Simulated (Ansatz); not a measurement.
Ansatz (an electronic-structure program) input:

Ansatz 0.2 input:
```yaml
crystal:
  periodic: [false, false, false]
  atoms:
    - {symbol: F, position_ang: [1.59874485, -0.56228572, -0.01150265]}
    - {symbol: S, position_ang: [0.16205803, 0.28779531, 0.15323027]}
    - {symbol: F, position_ang: [-1.27772601, 1.10827066, -0.10693477]}
    - {symbol: F, position_ang: [-0.60912201, -1.05762104, -0.15397195]}
basis:
  gaussian:
    orbitals: def2-TZVPD
hamiltonian:
  xc: {name: wB97X}
magnetization: {spin_polarized: true, initial_magnetization: 1}
```

Task: Which total energy does the run end on?

Result: -697.72632 Eh (wB97X/def2-TZVPD). The basis has 166 functions.

It need not be the lowest isomer of its formula.
